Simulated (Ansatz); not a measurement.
AlH2Br, closed shell: a nudged elastic band.

in.yaml

```yaml
crystal:
  periodic: [false, false, false]
  atoms:
    - {symbol: Al, position_ang: [-0.175202, 0.042681, -0.085947]}
    - {symbol: Br, position_ang: [1.804264, -0.438552, 0.884589]}
    - {symbol: H, position_ang: [-0.321169, -0.249144, -1.627550]}
    - {symbol: H, position_ang: [-1.307893, 0.645115, 0.828908]}
basis:
  gaussian: {orbitals: def2-SVP}
hamiltonian: {xc: pbe0, dispersion: d4}
neb:
  images: 5
  climbing: true
  max_iterations: 30
  initial_path: idpp
  climb: true
  final_atoms:
    - {symbol: Al, position_ang: [-1.062891, 0.449899, 0.339419]}
    - {symbol: Br, position_ang: [2.433601, -1.031094, -0.781996]}
    - {symbol: H, position_ang: [1.144973, -0.485763, -0.370906]}
    - {symbol: H, position_ang: [-2.515682, 1.067058, 0.813482]}
```

Run by:

```bash
ansatz run in.yaml --threads 2 --pin off --events-out ev --progress --plain --max-ram 4352MiB
```

What Ansatz 0.2.0 printed:

```
Error: YAML parse error: error: line 16 column 3: unknown field `climb`, expected one of images, spring, climbing, order_check, relax_end_points, f_tol, exx_force_gate, max_iterations, max_displacement, density_extrapolation, optimiser, initial_path, freeze_fraction, magnetization_jump, magnetization_bend, levels_near_fermi, parallel_images, constraints, final_atoms
  --> <input>:16:3
   |
14 |   max_iterations: 30
15 |   initial_path: idpp
16 |   climb: true
   |   ^ unknown field `climb`, expected one of images, spring, climbing, order_check, relax_end_points, f_tol, exx_force_gate, max_iterations, max_displacement, density_extrapolation, optimiser, initial_path, freeze_fraction, magnetization_jump, magnetization_bend, levels_near_fermi, parallel_images, constraints, final_atoms
17 |   final_atoms:
18 |     - {symbol: Al, position_ang: [-1.062891, 0.449899, 0.339419]}
   |
```

The run took about 0.05 s on 2 CPU threads of an Intel Xeon Platinum 8559C (shared host).


The program refused the input. The block holds a key that the program does not know.